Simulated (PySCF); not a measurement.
# Broadened absorption spectrum of C3H10ClFSi2

Compound: C₃H₁₀ClFSi₂.
Z-matrix (Å and degrees, GFN2-xTB geometry), rows numbered from 1:
```
F 
C   1  1.3663
Cl  2  1.7827  1  108.08
Si  2  1.9343  1  111.03  3   119.70
C   4  1.8941  2  106.22  1   -57.29
C   5  1.5305  4  115.01  2   173.39
Si  6  1.9019  5  114.75  4    69.48
H   2  1.0921  1  106.34  3  -114.17
H   4  1.4673  2  105.41  1    62.41
H   4  1.4622  2  104.79  1  -179.69
H   5  1.0959  4  107.92  2    51.57
H   5  1.0932  4  109.50  2   -63.36
H   6  1.0934  5  108.41  4  -169.23
H   6  1.0917  5  109.23  4   -54.10
H   7  1.4640  6  109.26  5    53.07
H   7  1.4647  6  108.41  5   172.52
H   7  1.4638  6  109.84  5   -67.65
```

Method: TDDFT B3LYP/def2-SVPD, vertical, gas phase, core orbitals frozen in the response (PySCF 2.14.0, density-fitted response routines).

Computed states:

```
state  E (eV)       f
   S1    6.60   0.033
   S2    7.14  0.0072
   S3    7.18  0.0049
   S4    7.27   0.015
   S5    7.49  0.0039
   S6    7.64  0.0067
   S7    7.69   0.014
   S8    7.74   0.037
```

Each state is given a Gaussian of 0.4 eV full width at half maximum, with ε(max) = 2.175×10⁸ f / Δν̃ (Δν̃ the width in cm⁻¹). The width is an assumption, not a result. The curve ends short of the highest state used, and states not computed would add to its high-energy end.

(1) Give the broadened spectrum and its maxima.

(2) Does any computed singlet lie in the visible range?

(3) Coming from long wavelengths, where does ε first pass 100 L mol⁻¹ cm⁻¹?

(4) On this curve, what absorbance would a 10⁻³ mol/L sample give at 193 nm over a 1 cm path?

## Answers

(1) 
| E (eV) | ε (L mol⁻¹ cm⁻¹) |
| --- | --- |
| 6.00 | 5 |
| 6.02 | 7 |
| 6.05 | 13 |
| 6.08 | 22 |
| 6.10 | 32 |
| 6.13 | 52 |
| 6.16 | 83 |
| 6.18 | 112 |
| 6.21 | 169 |
| 6.24 | 249 |
| 6.26 | 316 |
| 6.29 | 441 |
| 6.32 | 597 |
| 6.34 | 717 |
| 6.37 | 921 |
| 6.40 | 1146 |
| 6.42 | 1303 |
| 6.45 | 1540 |
| 6.48 | 1763 |
| 6.50 | 1897 |
| 6.53 | 2062 |
| 6.56 | 2174 |
| 6.58 | 2214 |
| 6.61 | 2217 |
| 6.64 | 2154 |
| 6.66 | 2078 |
| 6.69 | 1923 |
| 6.72 | 1733 |
| 6.74 | 1595 |
| 6.77 | 1387 |
| 6.80 | 1191 |
| 6.82 | 1077 |
| 6.85 | 937 |
| 6.88 | 844 |
| 6.90 | 811 |
| 6.93 | 804 |
| 6.96 | 846 |
| 6.98 | 899 |
| 7.01 | 1008 |
| 7.04 | 1145 |
| 7.06 | 1245 |
| 7.09 | 1399 |
| 7.12 | 1547 |
| 7.14 | 1636 |

Maxima: 188 nm (6.60 eV), ε about 2200, made up of S1 (100%) (ε in L mol⁻¹ cm⁻¹; maxima over ε = 5, shares over 10%). At its high-energy end, 7.14 eV, the curve is still rising (ε about 1600, from S2, S3 and S4).

(2) No computed singlet lies in the visible range (380 to 750 nm); the lowest, at 188 nm, stands 3.33 eV above its violet end (3.26 eV).

(3) At about 201 nm (6.17 eV), 0.42 eV below S1.

(4) 193 nm is 6.424 eV, where ε is about 1300 L mol⁻¹ cm⁻¹, so A = ε c l ≈ 1.3 (Beer–Lambert, with the gas-phase spectrum and the assumed width).

One conformer stands for the species.
